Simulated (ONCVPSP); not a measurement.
iron, ONCV: configuration errors across variants

```json
{
 "Element": "iron",
 "Generator": "ONCVPSP 4.0.1",
 "Type": "optimised norm-conserving Vanderbilt (ONCV)",
 "Functional": "PBE",
 "Relativity": "scalar-relativistic",
 "Frozen core": "[Ne]",
 "Valence charge": "16",
 "Reference configuration": "3s2 3p6 3d6 4s2",
 "Partial waves": "3s+4s: rc 1.30 bohr, ncon 4, nbas 7, qcut 10.7 1/bohr, 2 projectors; 3p: rc 1.05 bohr, ncon 5, nbas 9, qcut 14 1/bohr, 2 projectors, debl 1.6 Ha; 3d: rc 1.00 bohr, ncon 5, nbas 10, qcut 12.7 1/bohr, 3 projectors, debl 3.8 Ha; f scattering state at 0.1 Ha: rc 1.40 bohr, ncon 4, nbas 8, qcut 7.1 1/bohr, 2 projectors, debl 0.9 Ha",
 "Local potential": "polynomial inside 0.80 bohr (lpopt 5, dvloc0 0 Ha)",
 "Core correction": "Teter function, fcfact 2.75, rcfact 1.6"
}
```

In the p channel the program set the typed energies aside and used -2.207, 0.250 Ha.

All-electron excitation energies from the reference (eV): (1) 3s2 3p6 3d6 4s1 8.729; (2) 3s2 3p6 3d6 4s0 24.932; (3) 3s2 3p6 3d5 4s0 59.155; (4) 3s2 3p6 3d5 4s2 4p1 8.747.

Errors AE − PS in meV (a dash: test not solved or not reliable):

| change | (1) | (2) | (3) | (4) | bound ghosts | GHOST(+) flags above zero |
| --- | --- | --- | --- | --- | --- | --- |
| base | -0.4 | -0.4 | -5.0 | +6.2 | none | none |
| s: rc 0.96 | -0.4 | -0.4 | -3.0 | +5.1 | none | none |
| s: rc 1.02 | -0.4 | -0.4 | -3.2 | +5.3 | none | s |
| s: rc 1.16 | -0.4 | -0.3 | -4.0 | +5.7 | none | s |
| s: rc 1.6 | -0.5 | -0.8 | -6.3 | +6.9 | none | none |
| s: rc 1.72 | -0.6 | -1.0 | -6.4 | +7.2 | none | none |
| s: rc 1.88 | -0.6 | -1.2 | -7.0 | +7.7 | none | none |

**Question.** Give the same row for: s: rc 1.48.

**Answer.** -0.5, -0.6, -5.9, +6.6; bound ghosts: none; GHOST(+) flags above zero: none.
